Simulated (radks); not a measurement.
All-electron atom: Pd III in [Kr] 4d(up 4.25, down 3.75) (fractional occupations, a model configuration).

Method: scalar-relativistic Kohn-Sham, LDA (Slater exchange, Perdew-Wang correlation), spin-polarised, spherical densities, point nucleus; computed with a radial shooting solver on a logarithmic mesh with Libxc functionals.

Energy parts (hartree):
part                        energy
total                  -5040.01474
kinetic                 5226.45493
electron-nucleus      -12143.51345
Hartree                 2015.31945
exchange-correlation    -138.27567

Orbitals (lengths in bohr, moments of r in powers of bohr; r(max) is where P^2 peaks):
| orbital | occ. | eigenvalue (hartree) | <1/r> | r(max) | <r^2> |
|---|---|---|---|---|---|
| 1s up | 1 | -887.9065 | 48.19 | 0.02068 | 0.001374 |
| 1s down | 1 | -887.9065 | 48.19 | 0.02068 | 0.001374 |
| 2s up | 1 | -130.4725 | 10.93 | 0.1169 | 0.02261 |
| 2s down | 1 | -130.4693 | 10.93 | 0.1169 | 0.02261 |
| 2p up | 3 | -117.1507 | 10.58 | 0.09341 | 0.01779 |
| 2p down | 3 | -117.1482 | 10.58 | 0.09341 | 0.01779 |
| 3s up | 1 | -24.27317 | 3.821 | 0.3422 | 0.1652 |
| 3s down | 1 | -24.27093 | 3.821 | 0.3422 | 0.1652 |
| 3p up | 3 | -19.89461 | 3.642 | 0.3352 | 0.1671 |
| 3p down | 3 | -19.89218 | 3.642 | 0.3352 | 0.1671 |
| 3d up | 5 | -12.91821 | 3.418 | 0.2819 | 0.1529 |
| 3d down | 5 | -12.91498 | 3.418 | 0.2819 | 0.1529 |
| 4s up | 1 | -4.06881 | 1.465 | 0.8492 | 1.005 |
| 4s down | 1 | -4.05620 | 1.466 | 0.8489 | 1.005 |
| 4p up | 3 | -2.80773 | 1.315 | 0.9065 | 1.222 |
| 4p down | 3 | -2.79483 | 1.315 | 0.9062 | 1.222 |
| 4d up | 4.25 | -1.01943 | 0.9752 | 1.074 | 2.258 |
| 4d down | 3.75 | -1.00728 | 0.9738 | 1.074 | 2.270 |

The highest occupied level is 4d down at -27.410 eV. The density falls to 0.001 e/bohr^3 at r = 3.36 bohr. Spin moment in Bohr magnetons: 0.5. Summed over all electrons, <r^2> = 30.47 bohr^2, which gives a Langevin (diamagnetic) susceptibility term of -24.1 x 10^-6 cm^3/mol.
